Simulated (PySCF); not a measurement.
ZrI₃ was optimised in PySCF in the def2-TZVP basis family (density fitting, no spin–orbit coupling) with several functionals.

One of them gave a doublet of D3h symmetry with a mean bond of 2.711 Å to Zr, wavenumbers 43 (×2), 48, 152, 258 (×2) cm⁻¹.

Q: Which level of theory was it?
A. PBE0
B. PBE
C. B3LYP

A: C. That is B3LYP, with Zr–I 2.711 Å (×3). The others give PBE 2.697 Å and 259 cm⁻¹ for the highest mode; PBE0 2.687 Å and 266 cm⁻¹ for the highest mode.

Open d or f shells are single determinants, so the state found may not be the ground state. Each species is the lowest minimum found with this bonding; other isomers or fragments can lie lower.
